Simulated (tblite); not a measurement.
A geometry optimisation, step by step.

Compound: C6H10O3.
Atom-mapped SMILES: `[CH2:1]=[C:2]([O:3][CH3:4])[O:5][C:6](=[O:7])[CH2:8][CH3:9]` (hydrogens: H10, H11 on C1; H12, H13, H14 on C4; H15, H16 on C8; H17, H18, H19 on C9)

Computed with GFN2-xTB (tblite), gas phase: L-BFGS steps from a force-field or distance-geometry start until the largest atomic force falls under 0.01 eV/Å. 7 of its 80 geometries are shown.

Step 0: E = -819.6514 eV, largest atomic force 2.180 eV/Å
```
atom  x, y, z in Å  |  force x, y, z in eV/Å
C1      1.226   -2.316   -0.187   -0.429   0.514  -0.143
C2      1.363   -1.135    0.431    0.997  -1.139   0.081
O3      2.370   -1.050    1.405   -1.581   1.228  -0.862
C4      2.374    0.204    2.085    0.365  -0.639   0.668
O5      0.637    0.007    0.072   -0.273  -0.974   0.585
C6     -0.733   -0.091   -0.026   -0.410  -0.784   0.448
O7     -1.414   -1.057    0.263    1.391   1.377  -0.435
C8     -1.261    1.235   -0.522   -0.419  -0.121   0.145
C9     -2.772    1.206   -0.684   -0.557   0.153   0.153
H10     0.490   -2.455   -0.976    0.305   0.085   0.366
H11     1.819   -3.170    0.097   -0.064   0.259   0.032
H12     3.152    0.146    2.860   -0.133  -0.140  -0.278
H13     2.611    1.021    1.423   -0.014   0.293  -0.339
H14     1.422    0.377    2.593   -0.087   0.061  -0.102
H15    -0.991    2.022    0.190    0.167  -0.106  -0.101
H16    -0.808    1.448   -1.483    0.286   0.094  -0.112
H17    -3.269    1.006    0.274    0.203   0.002  -0.266
H18    -3.137    2.170   -1.053    0.134  -0.160   0.074
H19    -3.088    0.439   -1.389    0.119   0.000   0.084
```

Step 13: E = -819.8489 eV, largest atomic force 0.068 eV/Å
```
atom  x, y, z in Å  |  force x, y, z in eV/Å
C1      1.209   -2.322   -0.198   -0.007  -0.016  -0.034
C2      1.357   -1.163    0.423    0.026  -0.014   0.051
O3      2.302   -0.999    1.377   -0.007   0.011  -0.015
C4      2.350    0.223    2.083    0.003  -0.026   0.017
O5      0.628   -0.022    0.117   -0.019   0.042  -0.012
C6     -0.722   -0.090   -0.010    0.002   0.044  -0.017
O7     -1.373   -1.058    0.248   -0.038  -0.042  -0.003
C8     -1.257    1.231   -0.513   -0.017  -0.012   0.009
C9     -2.771    1.204   -0.676   -0.013   0.010   0.011
H10     0.478   -2.462   -0.966   -0.057   0.013  -0.034
H11     1.822   -3.154    0.080    0.047  -0.044   0.020
H12     3.144    0.090    2.815   -0.011   0.047   0.005
H13     2.586    1.061    1.425    0.017   0.013  -0.046
H14     1.407    0.427    2.597   -0.035  -0.004   0.023
H15    -0.956    2.014    0.186    0.015  -0.009   0.014
H16    -0.770    1.443   -1.467    0.025   0.000  -0.008
H17    -3.253    0.995    0.275    0.024  -0.004  -0.006
H18    -3.126    2.163   -1.046    0.012  -0.009   0.009
H19    -3.065    0.428   -1.379    0.032  -0.001   0.015
```

Step 26: E = -819.8523 eV, largest atomic force 0.024 eV/Å
```
atom  x, y, z in Å  |  force x, y, z in eV/Å
C1      1.208   -2.329   -0.200    0.005  -0.001  -0.002
C2      1.356   -1.175    0.433   -0.016  -0.005  -0.009
O3      2.298   -1.001    1.387   -0.004  -0.004  -0.006
C4      2.334    0.234    2.073   -0.010   0.002  -0.007
O5      0.622   -0.035    0.131    0.008  -0.008  -0.003
C6     -0.725   -0.098   -0.014    0.008  -0.008  -0.001
O7     -1.386   -1.066    0.223    0.019   0.001  -0.015
C8     -1.244    1.233   -0.505    0.005   0.000   0.006
C9     -2.757    1.206   -0.668    0.000   0.002   0.002
H10     0.463   -2.453   -0.961    0.013  -0.012   0.004
H11     1.826   -3.165    0.060   -0.007   0.008   0.008
H12     3.129    0.130    2.809   -0.005   0.013  -0.007
H13     2.559    1.062    1.395    0.000  -0.008   0.004
H14     1.386    0.433    2.583    0.003   0.007   0.006
H15    -0.934    2.004    0.203   -0.015   0.002   0.009
H16    -0.750    1.450   -1.455   -0.006  -0.009   0.005
H17    -3.234    0.992    0.283   -0.006  -0.001   0.011
H18    -3.119    2.161   -1.038    0.014   0.018  -0.004
H19    -3.042    0.426   -1.369   -0.007   0.001  -0.004
```

Step 40: E = -819.8547 eV, largest atomic force 0.033 eV/Å
```
atom  x, y, z in Å  |  force x, y, z in eV/Å
C1      1.222   -2.347   -0.193   -0.008  -0.015   0.007
C2      1.357   -1.189    0.434    0.007  -0.003  -0.006
O3      2.280   -1.004    1.405   -0.007   0.007   0.001
C4      2.310    0.249    2.056   -0.001   0.006   0.001
O5      0.625   -0.053    0.116   -0.006   0.003   0.015
C6     -0.720   -0.119   -0.037   -0.002   0.010  -0.002
O7     -1.375   -1.100    0.157   -0.021   0.011  -0.006
C8     -1.239    1.227   -0.483    0.006   0.003  -0.003
C9     -2.752    1.221   -0.653    0.021   0.007   0.001
H10     0.489   -2.480   -0.962    0.003  -0.017  -0.015
H11     1.835   -3.180    0.088    0.013  -0.013   0.003
H12     3.114    0.177    2.786    0.001   0.001  -0.006
H13     2.519    1.058    1.351    0.017   0.014   0.008
H14     1.367    0.455    2.570    0.000  -0.001   0.006
H15    -0.926    1.978    0.246   -0.010  -0.018   0.019
H16    -0.739    1.469   -1.424   -0.026   0.006  -0.016
H17    -3.241    1.011    0.295    0.024  -0.009  -0.020
H18    -3.093    2.187   -1.017   -0.004  -0.018  -0.004
H19    -3.044    0.450   -1.362   -0.009   0.026   0.016
```

Step 53: E = -819.8561 eV, largest atomic force 0.017 eV/Å
```
atom  x, y, z in Å  |  force x, y, z in eV/Å
C1      1.233   -2.366   -0.183   -0.005   0.002   0.004
C2      1.352   -1.200    0.435    0.011   0.001  -0.001
O3      2.268   -1.002    1.411    0.004  -0.004   0.008
C4      2.300    0.260    2.047   -0.001   0.002  -0.003
O5      0.618   -0.068    0.108    0.005  -0.004   0.003
C6     -0.724   -0.131   -0.060    0.003  -0.002   0.003
O7     -1.384   -1.113    0.108    0.002   0.002  -0.013
C8     -1.236    1.228   -0.477    0.002   0.008   0.002
C9     -2.748    1.233   -0.644   -0.013   0.002  -0.001
H10     0.512   -2.513   -0.962   -0.007  -0.001   0.008
H11     1.851   -3.191    0.111    0.003   0.011   0.002
H12     3.109    0.197    2.773   -0.004  -0.007  -0.002
H13     2.506    1.062    1.334    0.007   0.002  -0.004
H14     1.360    0.472    2.564   -0.003  -0.005  -0.001
H15    -0.923    1.956    0.274    0.010   0.005   0.012
H16    -0.739    1.495   -1.412    0.001  -0.010  -0.011
H17    -3.234    1.016    0.302   -0.003  -0.009   0.012
H18    -3.084    2.203   -0.999   -0.010   0.013  -0.003
H19    -3.049    0.472   -1.359   -0.004  -0.005  -0.013
```

Step 66: E = -819.8571 eV, largest atomic force 0.031 eV/Å
```
atom  x, y, z in Å  |  force x, y, z in eV/Å
C1      1.235   -2.377   -0.164   -0.002   0.001   0.001
C2      1.347   -1.205    0.443    0.008  -0.001   0.013
O3      2.271   -0.999    1.412    0.002   0.004   0.000
C4      2.300    0.267    2.039    0.004   0.002   0.000
O5      0.608   -0.075    0.126    0.013   0.006  -0.006
C6     -0.727   -0.139   -0.091    0.016   0.008  -0.013
O7     -1.384   -1.132    0.016   -0.029  -0.005  -0.011
C8     -1.235    1.232   -0.476   -0.008  -0.013   0.004
C9     -2.749    1.243   -0.633   -0.003  -0.001  -0.004
H10     0.508   -2.551   -0.930   -0.005   0.018  -0.004
H11     1.875   -3.184    0.135   -0.009  -0.013   0.001
H12     3.101    0.207    2.773   -0.001  -0.003   0.001
H13     2.515    1.061    1.320    0.009   0.016   0.001
H14     1.355    0.484    2.544    0.004   0.002   0.007
H15    -0.911    1.944    0.286   -0.003  -0.005  -0.006
H16    -0.747    1.513   -1.413    0.004  -0.011   0.015
H17    -3.231    0.996    0.310    0.007  -0.005  -0.010
H18    -3.090    2.223   -0.956    0.008   0.002   0.006
H19    -3.051    0.504   -1.370   -0.015  -0.001   0.006
```

Step 79: E = -819.8584 eV, largest atomic force 0.008 eV/Å
```
atom  x, y, z in Å  |  force x, y, z in eV/Å
C1      1.230   -2.386   -0.138    0.000   0.001  -0.003
C2      1.344   -1.208    0.457   -0.003  -0.001   0.002
O3      2.279   -0.987    1.411   -0.003  -0.001   0.004
C4      2.309    0.281    2.034    0.003   0.000   0.002
O5      0.594   -0.084    0.147    0.000  -0.001   0.000
C6     -0.728   -0.157   -0.134    0.000   0.000  -0.001
O7     -1.379   -1.160   -0.106    0.003  -0.003  -0.001
C8     -1.237    1.224   -0.478    0.003   0.003   0.001
C9     -2.751    1.249   -0.621    0.001   0.000  -0.003
H10     0.495   -2.564   -0.896   -0.002   0.000   0.000
H11     1.873   -3.191    0.159   -0.001   0.002   0.000
H12     3.099    0.218    2.778    0.004   0.000   0.001
H13     2.539    1.073    1.316   -0.003  -0.003  -0.002
H14     1.359    0.507    2.527    0.005   0.002   0.002
H15    -0.902    1.917    0.297    0.002   0.003   0.004
H16    -0.755    1.523   -1.412   -0.003   0.004  -0.002
H17    -3.225    0.965    0.315    0.002  -0.004  -0.002
H18    -3.087    2.245   -0.898   -0.002   0.003  -0.002
H19    -3.067    0.544   -1.386   -0.004  -0.007   0.000
```

Problem. Summarise the path.

Solution. The energy falls by 0.2070 eV from step 0 to step 79; nine tenths of that is first reached at step 6. It falls at every step. The largest force goes from 2.180 to 0.008 eV/Å. Among the bonds C2–O3 changes most, from 1.404 to 1.354 Å; the atoms move by 0.146 Å rms after alignment.

The cost below is that of the whole relaxation. Hardware: Intel Xeon Platinum 8488C, one thread (shared host). Cost: 0.5 s.
